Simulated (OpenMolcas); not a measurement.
W V.

```json
{
  "Program": "OpenMolcas",
  "Method": "CASSCF",
  "Basis": "ANO-RCC-VTZP [8s7p5d3f2g1h]",
  "Scalar Hamiltonian": "DKH2, point nucleus",
  "Active space": "2 electrons in 5 orbitals (5d)",
  "State averaging": "2S+1 = 3 even, 10 roots; 2S+1 = 1 even, 15 roots",
  "Spin-orbit coupling": "state interaction with AMFI integrals over the reference wave functions, term energies averaged over their components"
}
```

Levels without dynamic correlation, in cm⁻¹ above 5d² ³F₂:

| Level | E |
| --- | --- |
| 5d² ¹G₄ | 24782 |
| 5d² ³P₀ | 14834 |
| 5d² ¹S₀ | 50134 |

On this reference, SS-CASPT2, IPEA 0.25 Eh, imaginary shift 0.1 Eh (closed shells correlated: 5s 5p) puts 5d² ¹G₄ at 23400 cm⁻¹.

Problem. Estimate the other levels at that method by one scale factor, and say how well it serves.

Solution. The factor is 23400 / 24782 = 0.944. Scaled values beside those that SS-CASPT2 gives and measured ones (the list in J. Phys. B 45, 065001 (2012)):
| Level | Scaled | SS-CASPT2 | Miss (%) | Measured |
| --- | --- | --- | --- | --- |
| 5d² ³P₀ | 14003 | 13580 | +3.1 | 12839 |
| 5d² ¹S₀ | 47326 | 44510 | +6.3 | 43110 |
For these levels the scaled values miss SS-CASPT2 by up to 6.3 %, as correlation changes each term by its own factor, spin-orbit parts do not scale and CASPT2 has its own spread within terms. This holds within one configuration; levels of others move differently, and the target method has errors of its own against measurement.

CASPT2 breaks the degeneracy within a term, and the mean is taken; among the terms shown or strongly mixed into the levels shown the widest spread is 520 cm-1 (5d² ¹G, SS-CASPT2). Without dynamic correlation excited terms often stand tens of per cent too high (terms of higher spin than the ground term too low), and those without a measured partner can miss by more than the paired ones (holds for CASSCF). Computed and measured levels are paired by configuration, term and J; levels that our copy of the source lacks, or whose pairing is in doubt (as where it misses far off the trend of its configuration), stay unpaired and out of the deviations. Levels of configurations outside the active space are missing.
